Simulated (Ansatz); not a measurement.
Reaction (cleavage of the Al–Si bond): `C[SiH]([AlH2])Cl` + `C=C[SiH2]S` → `C=C[SiH2][S][AlH2]` + `C[SiH2]Cl`

Computed with Ansatz on PBE0-D4/def2-TZVP structures; ΔE is electronic, products minus reactants. CCSD(T)/CBS is the MP2 limit (def2-TZVPP, def2-QZVPP) plus CCSD(T) − MP2 in def2-TZVPP, frozen cores. DFT in def2-TZVPP. B3LYP here is the variant with VWN-RPA as its local correlation; programs differ in this. Each species was taken in one conformer, which may not be the lowest.

CCSD(T)/CBS gives -135.8 kJ/mol.

(1) Another level gave -135.0 kJ/mol. Which?
A. B3LYP/def2-TZVPP
B. HF/def2-TZVPP
C. SCS-MP2/def2-TZVPP
D. PBE/def2-TZVPP

Largest T1 diagnostic among the species: 0.012.

Answers

(1) B. HF/def2-TZVPP -135.0, B3LYP -125.4, PBE -118.1, SCS-MP2/def2-TZVPP -140.0 kJ/mol.

From PBE to PBE0 (25 % exact exchange), in def2-TZVPP and without D4, ΔE moves by −5.8 kJ/mol. The D4 term adds −6.0 kJ/mol with B3LYP and −3.1 kJ/mol with PBE0; it sums over pairs of atoms, weighted by their polarisabilities, and B3LYP, whose exchange is more repulsive, gets the larger term.
